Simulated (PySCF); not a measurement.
PySCF input file for Hf(F)2(SH)2 (F2H2HfS2), SMILES [F][Hf]([SH])([SH])[F], multiplicity 1, B3LYP-D3(BJ)/def2-SVP. The structure is a stationary point at B3LYP-D3(BJ)/def2-SVP. The geometry has at least one imaginary mode, so it is a saddle point at that level. The multiplicity is an assumed one; no other spin state was optimised. The structure was generated by enumeration; whether it is a known compound was not checked. The def2 effective core potentials stand for the cores of Hf; spin–orbit coupling is left out. One conformer was computed; it need not be the lowest.

```python
import numpy as np
from pyscf import gto, scf, dft, df
from pyscf.hessian import thermo

mol = gto.M(
    atom='''
    Hf   -0.00000000   -0.00000000    0.21236752
    F     0.00000000   -1.51187632    1.37764937
    F     0.00000000    1.51187631    1.37764937
    S    -1.97640302    0.00000000   -1.24025303
    H    -2.84822225    0.00000001   -0.20002656
    S     1.97640303    0.00000000   -1.24025303
    H     2.84822225    0.00000001   -0.20002657
    ''',
    basis='def2-SVP',
    ecp={'Hf': 'def2-svp'},
    charge=0,
    spin=0,
    max_memory=1600,
    verbose=3,
)
mf = dft.RKS(mol, xc='b3lyp').density_fit(auxbasis='def2-universal-jkfit')
mf.disp = 'd3bj'
mf.grids.level = 3
mf.conv_tol = 1e-11
mf.max_cycle = 100
mf.kernel()

# [left out here: the lines that compute and print the analytic Hessian (its translational invariance restored by hand, since the grid's response is missing), thermochemistry and intensities]
```

Output:

```
converged SCF energy = -1045.21336988467

WARN: DFTD3 does not support analytical Hessian, using finite difference


WARN: Mole.unit (angstrom) is changed to Bohr

Mode                                 0                   1                   2
Irrep
Freq [cm^-1]                     -170.4329            -90.8409             81.0077
Reduced mass [au]                   1.0737              1.0309             13.9586
Force const [Dyne/A]               -0.0184             -0.0050              0.0540
Char temp [K]                    -245.2150           -130.6999            116.5520
Normal mode                   x     y     z       x     y     z       x     y     z
       0  Hf                -0.00  0.00  0.00   -0.00 -0.00 -0.00    0.00 -0.00 -0.03
       1   F                -0.04 -0.00 -0.00   -0.00  0.01  0.01   -0.00  0.01 -0.01
       2   F                 0.04 -0.00  0.00    0.00  0.01 -0.01   -0.00 -0.01 -0.01
       3   S                -0.00  0.01 -0.00   -0.00  0.02  0.00   -0.08  0.00  0.08
       4   H                -0.00 -0.68  0.00   -0.00 -0.70  0.00    0.00  0.00  0.15
       5   S                 0.00 -0.01  0.00    0.00  0.02  0.00    0.08  0.00  0.08
       6   H                -0.00  0.68 -0.00    0.00 -0.70  0.00   -0.00  0.00  0.15
Mode                                 3                   4                   5
Irrep
Freq [cm^-1]                      108.2672            135.1505            136.0845
Reduced mass [au]                  20.6064             15.7214             13.7821
Force const [Dyne/A]                0.1423              0.1692              0.1504
Char temp [K]                     155.7724            194.4515            195.7952
Normal mode                   x     y     z       x     y     z       x     y     z
       0  Hf                -0.00 -0.04 -0.00   -0.00 -0.00  0.00    0.03 -0.00  0.00
       1   F                 0.00  0.03  0.10   -0.14 -0.00  0.00   -0.14 -0.00  0.00
       2   F                -0.00  0.03 -0.10    0.14  0.00 -0.00   -0.14  0.00  0.00
       3   S                 0.00  0.08 -0.00   -0.00 -0.07 -0.00    0.01 -0.00  0.05
       4   H                -0.00  0.09 -0.00   -0.00  0.09 -0.00    0.07  0.00  0.10
       5   S                -0.00  0.08 -0.00   -0.00  0.07  0.00    0.01  0.00 -0.05
       6   H                 0.00  0.09 -0.00   -0.00 -0.09  0.00    0.07 -0.00 -0.10
Mode                                 6                   7                   8
Irrep
Freq [cm^-1]                      165.0790            345.5521            365.7549
Reduced mass [au]                  18.6673              7.0156             19.7977
Force const [Dyne/A]                0.2997              0.4936              1.5604
Char temp [K]                     237.5119            497.1726            526.2399
Normal mode                   x     y     z       x     y     z       x     y     z
       0  Hf                 0.00 -0.00  0.02   -0.00 -0.00  0.02   -0.04 -0.00  0.00
       1   F                -0.00 -0.11 -0.11    0.00 -0.01 -0.00    0.02 -0.00  0.00
       2   F                -0.00  0.11 -0.11    0.00  0.01 -0.00    0.02  0.00  0.00
       3   S                 0.01  0.00  0.02   -0.09  0.00 -0.06    0.09 -0.00  0.06
       4   H                 0.03  0.00  0.04   -0.19  0.00 -0.15    0.09 -0.00  0.06
       5   S                -0.01  0.00  0.02    0.09  0.00 -0.06    0.09  0.00 -0.06
       6   H                -0.03  0.00  0.04    0.19  0.00 -0.15    0.09  0.00 -0.06
Mode                                 9                  10                  11
Irrep
Freq [cm^-1]                      476.7799            492.3486            663.1354
Reduced mass [au]                   1.0824              1.1820             21.1809
Force const [Dyne/A]                0.1450              0.1688              5.4878
Char temp [K]                     685.9801            708.3800            954.1042
Normal mode                   x     y     z       x     y     z       x     y     z
       0  Hf                -0.00  0.00 -0.00    0.00  0.00 -0.01   -0.00  0.03  0.00
       1   F                 0.01  0.00 -0.00   -0.00  0.01 -0.01   -0.00 -0.12  0.09
       2   F                 0.01 -0.00 -0.00   -0.00 -0.01 -0.01    0.00 -0.12 -0.09
       3   S                -0.01 -0.00 -0.03    0.02 -0.00  0.04    0.00 -0.00 -0.00
       4   H                 0.52 -0.00  0.43   -0.50  0.00 -0.41    0.00 -0.02  0.00
       5   S                -0.01  0.00  0.03   -0.02 -0.00  0.04   -0.00 -0.00 -0.00
       6   H                 0.52  0.00 -0.43    0.50  0.00 -0.41   -0.00 -0.02  0.00
Mode                                12                  13                  14
Irrep
Freq [cm^-1]                      668.1884           2645.7130           2646.0569
Reduced mass [au]                  18.0589              1.0380              1.0379
Force const [Dyne/A]                4.7505              4.2811              4.2816
Char temp [K]                     961.3743           3806.5920           3807.0867
Normal mode                   x     y     z       x     y     z       x     y     z
       0  Hf                 0.00 -0.00  0.02   -0.00 -0.00 -0.00    0.00 -0.00 -0.00
       1   F                 0.00  0.12 -0.10    0.00  0.00 -0.00   -0.00  0.00 -0.00
       2   F                 0.00 -0.12 -0.10    0.00 -0.00 -0.00   -0.00 -0.00 -0.00
       3   S                 0.00 -0.00 -0.00   -0.01  0.00  0.02    0.01 -0.00 -0.02
       4   H                 0.05  0.00  0.04    0.45 -0.00 -0.52   -0.46  0.00  0.53
       5   S                -0.00 -0.00 -0.00   -0.01 -0.00 -0.02   -0.01 -0.00 -0.02
       6   H                -0.05  0.00  0.04    0.46  0.00  0.53    0.45  0.00  0.52
temperature 298.1500 [K]
pressure 101325.00 [Pa]
Rotational constants [GHz] 1.90457 1.42896 1.13487
Symmetry number 2
Zero-point energy (ZPE) 0.02034 [Eh]   53407.987 [J/mol]
                           tot       elec      trans        rot        vib
Entropy [J/mol/K]       377.549      0.000    179.137    115.711     82.700
Cv [J/mol/K]             96.556      0.000     12.472     12.472     71.613
Cp [J/mol/K]            104.870      0.000     20.786     12.472     71.613
Internal energy [J/mol]                      3718.434   3718.434  66225.996
Internal energy [Eh]   -1045.18531  -1045.21337
Enthalpy [J/mol]                             6197.391   3718.434  66225.996
Enthalpy [Eh]          -1045.18437
Gibbs free energy [J/mol]                  -47212.440 -30780.755  41568.877
Gibbs free energy [Eh] -1045.22724
static polarisability / bohr^3: [[88.63   0.     0.   ]
 [-0.    53.289  0.   ]
 [-0.    -0.    64.36 ]]
largest difference of analytic and finite-field dipole derivatives / e: 0.002429824766633004
mode   freq/cm-1   IR/(km/mol)   Raman/(A^4/amu)   depolarisation
   1     -170.43         0.000             4.284            0.750
   2      -90.84        47.835             0.046            0.750
   3       81.01         1.295             1.587            0.736
   4      108.27         6.819             0.717            0.750
   5      135.15         0.000             1.494            0.750
   6      136.08        10.497             0.108            0.750
   7      165.08         9.427             0.705            0.492
   8      345.55        17.459            17.810            0.104
   9      365.75        66.133             2.446            0.750
  10      476.78        45.477             0.151            0.750
  11      492.35         0.037            16.827            0.717
  12      663.14        95.493             0.290            0.750
  13      668.19        94.875             7.559            0.067
  14     2645.71         5.549            81.459            0.750
  15     2646.06         0.082           206.293            0.161
max |gradient| / (hartree/bohr): 0.00019536797042309393
APT charges: [ 2.1056 -0.6312 -0.6312 -0.5082  0.0867 -0.5082  0.0867]
```

The calculation finished and met its thresholds. The end point has an imaginary mode, so it is no minimum.

Cost: very roughly 4 core-minutes.
